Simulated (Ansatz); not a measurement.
`C=CC1(C=C)CC1` + `BN[SiH2][SiH3]` → `BN(C=C)[SiH2][SiH3]` + `C=CC1CC1`  (substitution at a C–C bond)

Gas-phase electronic energies from Ansatz, PBE0-D4/def2-TZVP geometries. CCSD(T)/CBS is the MP2 limit (def2-TZVPP, def2-QZVPP) plus CCSD(T) − MP2 in def2-TZVPP, frozen cores. DFT in def2-TZVPP. Each species was taken in one conformer, which may not be the lowest.

```
         level  ΔE (kJ/mol)  difference from CCSD(T)/CBS
   LDA (SPW92)          1.9                        -13.5
     revPBE-D4          5.6                         -9.8
        B97M-V         11.3                         -4.1
       PBE0-D4          7.4                         -8.0
      BHLYP-D4          9.3                         -6.1
        revPBE          8.5                         -6.9
          BLYP          9.0                         -6.4
   HF/def2-SVP         10.9                         -4.5
 MP2/CBS(def2)         17.3                          1.9
CCSD/CBS(def2)         16.2                          0.8
   CCSD(T)/CBS         15.4                            0
```

Largest T1 diagnostic among the species: 0.014.

Leaving LDA and LC-ωPBE aside and taking each functional with its dispersion term where it has one, the values, not all of them listed here, spread over 7.5 kJ/mol, from PBE-D4 to ωB97M-V. LDA lies −4.5 kJ/mol from PBE without D4.
